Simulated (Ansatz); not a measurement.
Ansatz (a program for electronic structure) input (PBE/3-21G): The .json file is the Basis Set Exchange's 3-21G.

Ansatz 0.2 input:
```yaml
crystal:
  periodic: [false, false, false]
  atoms:
    - {symbol: Zr, position_ang: [0.45549100, 0.30104400, -0.20347000]}
    - {symbol: O, position_ang: [-0.63069300, 1.35966100, -1.04649100]}
    - {symbol: Cl, position_ang: [-0.77494600, -1.34817800, 0.97121800]}
basis:
  gaussian:
    orbitals: 3-21G.json
hamiltonian:
  xc: {name: PBE}
magnetization: {spin_polarized: true, initial_magnetization: 1}
output: {forces: true}
```

Output:

```
Functional definition: PBE
integrals: 0.02 GiB planned
732 factors; their error is unknown
mean field: 0.18 GiB planned
mean field evaluation 1: about -110375.5148 eV, gradient 4.6e1 eV
mean field evaluation 2: about -110161.1646 eV, gradient 1.6e2 eV
mean field evaluation 4: about -110382.0417 eV, gradient 1.6e1 eV
mean field evaluation 8: about -110383.6781 eV, gradient 7.8e-1 eV
mean field evaluation 16: about -110383.6418 eV, gradient 1.8e-4 eV
mean field evaluation 32: about -110383.2016 eV, gradient 3.4e-4 eV
mean field -110383.64184233 eV, -4056.5240169860 hartree, gradient 1.3e-5 eV, S^2 0.753704; 5 other end points of the search recorded, 0 dependent functions left out
the calculation of the forces begins
reference -110383.64190502 eV, -4056.5240192896 hartree; 33, 32 occupied and 28, 29 virtual orbitals, 732 factors
Total energy: -110383.64190502 eV, -4056.5240192896 hartree
Atom 0 at     0.455491     0.301044    -0.203470 Å, force     1.144622    -0.040363     0.084482 eV/Å
Atom 1 at    -0.630693     1.359661    -1.046491 Å, force    -0.690401     0.470737    -0.384707 eV/Å
Atom 2 at    -0.774946    -1.348178     0.971218 Å, force    -0.454221    -0.430374     0.300225 eV/Å
Dipole moment:     0.981202     0.256845    -0.145483 e Å
```

The geometry given is a B3LYP-D3(BJ)/def2-TZVP minimum.
